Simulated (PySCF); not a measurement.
# From computed data to an observable: refractive index and permittivity of the vapour

Sn(NH2)(SiH3) (H5NSiSn), SMILES [Sn]([NH2])[SiH3] (connectivity only; charge and spin as stated), neutral, multiplicity 1.

Geometry optimised at PBE0-D3(BJ)/def2-SVP. The def2 effective core potentials stand for the cores of Sn; spin–orbit coupling is left out. Other conformers were not sampled.

M06-2X/def2-TZVPD (PySCF) gives a mean static polarisability of 92.8 bohr³ and a dipole moment of 1.36 D. Take an ideal gas at 298.15 K and 1 bar, whether or not the substance is that volatile.

Work out n − 1 in the optical limit and the static ε − 1.


Polarisability volume α' = 92.8 × 0.148185 = 13.75 Å³. Number density N = p/kT = 2.43e-5 Å⁻³.
Dilute limit of Lorentz–Lorenz: n − 1 = 2π N α' = 0.0021.
Orientation term of Debye: μ²/(3kT) = 8.098 Å³ × μ²(D²) = 14.98 Å³.
ε − 1 = 4π N (α' + μ²/3kT) = 0.0088. Orientation of the dipole supplies 52 % of the static response; it can't follow optical fields. Vibrational polarisation and dispersion are left out.
